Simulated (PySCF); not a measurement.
Geometry:
```csv
atom,x (Å),y (Å),z (Å)
C1,3.301,0.413,-1.197
C2,1.883,-0.132,-1.194
C3,0.844,0.913,-0.815
C4,-0.574,0.376,-0.766
C5,-1.607,1.439,-0.425
C6,-2.972,0.807,-0.236
O7,-2.925,-0.257,0.690
B8,-1.771,-0.949,0.871
O9,-0.630,-0.680,0.184
H10,3.584,0.795,-0.203
H11,3.413,1.245,-1.911
H12,4.032,-0.362,-1.474
H13,1.637,-0.541,-2.190
H14,1.801,-0.976,-0.491
H15,0.872,1.752,-1.532
H16,1.085,1.339,0.175
H17,-0.821,-0.057,-1.756
H18,-1.303,1.952,0.504
H19,-1.646,2.200,-1.220
H20,-3.357,0.427,-1.199
H21,-3.701,1.544,0.136
H22,-1.758,-1.842,1.681
```

Geometry: PBE0-D3(BJ)/def2-SVP; GIAO absolute shieldings from PySCF 2.14.0 with density-fitted response routines, gas phase, non-relativistic, averaged over equivalent atoms.

At PBE0/pcSseg-1 (218 basis functions, 30 s wall time on 1 thread of an Intel Xeon 6975P-C, shared host):
```csv
atoms,σ (ppm)
C4,112.6
C6,121.7
C3,141.2
C5,148.0
C2,162.5
C1,168.1
O9,181.0
O7,204.8
B8,77.0
H22,27.15
H20,27.28
H21,27.32
H17,27.64
H14,29.24
H18,29.73
H19,29.80
H15,30.14
H16,30.18
H13,30.21
H10/H11/H12,30.26
```

**Question.** Estimate the result of repeating the calculation with B3LYP/pcSseg-1.

**Answer.** 
| atoms | σ at B3LYP/pcSseg-1 | change |
| --- | --- | --- |
| C4 | 105.3 | -7.3 |
| C6 | 114.9 | -6.8 |
| C3 | 134.2 | -7.0 |
| C5 | 141.1 | -6.9 |
| C2 | 155.7 | -6.8 |
| C1 | 162.3 | -5.8 |
| O9 | 175.0 | -6.0 |
| O7 | 198.9 | -5.9 |
| B8 | 74.0 | -3.0 |
| H22 | 27.35 | +0.20 |
| H20 | 27.37 | +0.09 |
| H21 | 27.41 | +0.09 |
| H17 | 27.74 | +0.10 |
| H14 | 29.32 | +0.08 |
| H18 | 29.84 | +0.11 |
| H19 | 29.90 | +0.10 |
| H15 | 30.23 | +0.09 |
| H16 | 30.28 | +0.10 |
| H13 | 30.30 | +0.09 |
| H10/H11/H12 | 30.35 | +0.09 |

The largest change is at C4 (sp3 CH bonded to O). Cost: 218 basis functions, 30 s wall time on 1 thread of an Intel Xeon 6975P-C, shared host. The order of the carbon signals is the same at both levels.
